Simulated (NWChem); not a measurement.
Program: NWChem. System: ClIn, charge 0, spin multiplicity 1, at a geometry optimised with PBE/def2-SVP with def2 effective core potentials on In. The structure started from a generated list of species. Level: RHF/def2-SVP with def2 effective core potentials on In.

Job file:

```
start mol
memory heap 200 mb stack 900 mb global 1100 mb
geometry units angstroms nocenter noautoz
  In     0.000000     0.000000    -0.630693
  Cl     0.000000     0.000000     1.817881
  symmetry group C2v
end
basis spherical
  * library def2-svp
end
ecp
  In library def2-ecp
end
scf
  rhf
  nopen 0
  maxiter 100
  thresh 1e-7
  semidirect memsize 60000000 filesize 0
end
task scf energy
```

Part of the output:

```
             Northwest Computational Chemistry Package (NWChem) 7.3.0
             --------------------------------------------------------

                                NWChem Input Module
                                -------------------

 Scaling coordinates for geometry "geometry" by  1.889725989
 (inverse scale =  0.529177249)

 Turning off AUTOSYM since
 SYMMETRY directive was detected!

                             Geometry "geometry" -> ""
                             -------------------------

 Output coordinates in angstroms (scale by  1.889725989 to convert to a.u.)

  No.       Tag          Charge          X              Y              Z
 ---- ---------------- ---------- -------------- -------------- --------------
    1 In                  49.0000     0.00000000     0.00000000    -0.63069300
    2 Cl                  17.0000     0.00000000     0.00000000     1.81788100

 Effective nuclear repulsion energy (a.u.)     180.0250465850

            Nuclear Dipole moment (a.u.)
            ----------------------------
        X                 Y               Z
 ---------------- ---------------- ----------------
     0.0000000000     0.0000000000     0.0000377945

      Symmetry information
      --------------------

 Group name             C2v
 Group number             16
 Group order               4
 No. of unique centers     2

      Symmetry unique atoms

     1    2


 Summary of "ao basis" -> "" (spherical)
 ------------------------------------------------------------------------------
       Tag                 Description            Shells   Functions and Types
 ---------------- ------------------------------  ------  ---------------------
 *                          def2-svp                  on all atoms

 Summary of "ao basis" -> "ao basis" (spherical)
 ------------------------------------------------------------------------------
       Tag                 Description            Shells   Functions and Types
 ---------------- ------------------------------  ------  ---------------------
 In                         def2-svp                10       26   4s4p2d
[...]
  ----- ------------  ---------------      ----- ------------  ---------------
    37      0.656273  2 Cl px                34      0.442548  2 Cl px
    31      0.261005  2 Cl px

 Vector   18  Occ=2.000000D+00  E=-4.102261D-01  Symmetry=b2
              MO Center= -1.7D-31,  2.4D-16,  1.7D+00, r^2= 1.3D+00
   Bfn.  Coefficient  Atom+Function         Bfn.  Coefficient  Atom+Function
  ----- ------------  ---------------      ----- ------------  ---------------
    38      0.656273  2 Cl py                35      0.442548  2 Cl py
    32      0.261005  2 Cl py

 Vector   19  Occ=2.000000D+00  E=-3.347120D-01  Symmetry=a1
              MO Center= -9.6D-17, -6.9D-16, -4.0D-01, r^2= 3.9D+00
   Bfn.  Coefficient  Atom+Function         Bfn.  Coefficient  Atom+Function
  ----- ------------  ---------------      ----- ------------  ---------------
     3      0.512757  1 In s                  4      0.453140  1 In s
    39      0.400057  2 Cl pz                 1     -0.347771  1 In s
    36      0.257334  2 Cl pz                13     -0.246897  1 In pz
    33      0.152453  2 Cl pz

 Vector   20  Occ=0.000000D+00  E= 2.266842D-02  Symmetry=b2
              MO Center=  2.2D-31, -2.0D-15, -6.5D-01, r^2= 5.6D+00
   Bfn.  Coefficient  Atom+Function         Bfn.  Coefficient  Atom+Function
  ----- ------------  ---------------      ----- ------------  ---------------
    15      0.787899  1 In py                12      0.326276  1 In py
    38     -0.232090  2 Cl py

 Vector   21  Occ=0.000000D+00  E= 2.266842D-02  Symmetry=b1
              MO Center=  1.8D-15, -4.7D-31, -6.5D-01, r^2= 5.6D+00
   Bfn.  Coefficient  Atom+Function         Bfn.  Coefficient  Atom+Function
  ----- ------------  ---------------      ----- ------------  ---------------
    14      0.787899  1 In px                11      0.326276  1 In px
    37     -0.232090  2 Cl px

 Vector   22  Occ=0.000000D+00  E= 9.696740D-02  Symmetry=a1
              MO Center=  3.1D-15, -8.4D-16, -7.6D-01, r^2= 7.0D+00
   Bfn.  Coefficient  Atom+Function         Bfn.  Coefficient  Atom+Function
  ----- ------------  ---------------      ----- ------------  ---------------
    16      1.137142  1 In pz                30     -0.627529  2 Cl s
    39      0.349146  2 Cl pz                 4      0.303328  1 In s
     3      0.173842  1 In s

 center of mass
 --------------
 x =   0.00000000 y =   0.00000000 z =  -0.11221884

 moments of inertia (a.u.)
 ------------------
         574.007753438569           0.000000000000           0.000000000000
           0.000000000000         574.007753438569           0.000000000000
           0.000000000000           0.000000000000           0.000000000000

  Mulliken analysis of the total density
  --------------------------------------

    Atom       Charge   Shell Charges
 -----------   ------   -------------------------------------------------------
    1 In  21    20.49   2.60 -0.60  1.09  0.81  3.24  2.75  0.37  0.17  9.73  0.34
    2 Cl  17    17.51   2.00  1.99  1.18  0.79  5.94  2.05  3.54  0.01

       Multipole analysis of the density wrt the origin
       ------------------------------------------------

     L   x y z        total         open         nuclear
     -   - - -        -----         ----         -------
     0   0 0 0      0.000000      0.000000     38.000000

     1   1 0 0      0.000000      0.000000      0.000000
     1   0 1 0      0.000000      0.000000      0.000000
     1   0 0 1     -1.377893      0.000000     33.371472

     2   2 0 0    -25.045404      0.000000      0.000000
     2   1 1 0     -0.000000      0.000000      0.000000
     2   1 0 1     -0.000000      0.000000      0.000000
     2   0 2 0    -25.045404      0.000000      0.000000
     2   0 1 1      0.000000      0.000000      0.000000
     2   0 0 2    -32.823025      0.000000    230.451491

 Task  times  cpu:        0.2s     wall:        0.2s

 Total times  cpu:        0.2s     wall:        0.2s
```
